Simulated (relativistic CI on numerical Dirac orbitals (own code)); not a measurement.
**What each ingredient does to the levels of Hg⁵³⁺**

Base calculation: Dirac-Coulomb-Breit CI, KLI orbitals optimised for each configuration, a model potential for QED, unscaled Slater integrals.

CI space (outside the closed core [Ne]): 3s²3p⁶3d⁹, 3s²3p⁵3d¹⁰, 3s3p⁶3d¹⁰, 3s²3p⁶3d⁸4s, 3s²3p⁶3d⁸4p, 3s²3p⁴3d¹⁰4s, 3s²3p⁶3d⁸4d, 3s²3p⁴3d¹⁰4p, 3s²3p⁵3d⁹4s, 3s²3p⁶3d⁸4f, 3s²3p⁴3d¹⁰4d, 3s²3p⁵3d⁹4p, 3s3p⁵3d¹⁰4s, 3s3p⁵3d¹⁰4p, 3s²3p⁶3d⁷4s², 3s²3p⁵3d⁹4d. Levels of other configurations are missing.

Variants: (1) P86 correlation estimate; (2) Breit term removed. Shifts of the energy above 3s²3p⁶3d⁹ ²D5/2, in eV, for the lowest level and the first level of each name with at least 55 % of one term (blank where a level changes its place among those of its configuration and J or its character, or is not in the variant):

```
             Level     Base   Δ(1)   Δ(2)
   3s²3p⁶3d⁹ ²D5/2     0.00   0.00   0.00
   3s²3p⁶3d⁹ ²D3/2    97.38   0.00  +1.87
 3s²3p⁵3d¹⁰ ²P°3/2   523.85  +0.30  +3.48
 3s²3p⁵3d¹⁰ ²P°1/2   979.99  +0.30  +8.20
   3s3p⁶3d¹⁰ ²S1/2  1252.39  +0.47  +3.37
 3s²3p⁶3d⁸4s ⁴F9/2  1968.36  +1.81  +1.56
 3s²3p⁶3d⁸4s ²F7/2  1971.80  +1.81  +1.41
 3s²3p⁶3d⁸4s ⁴F7/2  2064.89  +1.81  +3.18
 3s²3p⁶3d⁸4s ⁴F5/2  2065.79  +1.81  +3.02
 3s²3p⁶3d⁸4s ²G9/2  2081.34  +1.81  +4.08
 3s²3p⁶3d⁸4s ²G7/2  2082.11  +1.81  +3.89
 3s²3p⁶3d⁸4s ²P1/2  2083.74  +1.81  +1.93
3s²3p⁶3d⁸4p ²P°1/2  2111.70  +1.90  -2.11
 3s²3p⁶3d⁸4s ⁴F3/2  2168.00  +1.81  +4.88
```

At this charge energies of transitions that change n are usually good to better than 1 %, and those within a shell (Δn = 0) to a few per cent.

Ionisation energy from the two ground configurations alone: base 5190.79 eV; P86 correlation estimate 5193.04 eV; Breit term removed 5195.15 eV. The NIST ASD value (theoretical) is 5191 eV.

LS names give the leading component of a level, which can be under half, so a name can repeat, a term be missing and a line seem to break the LS rules.
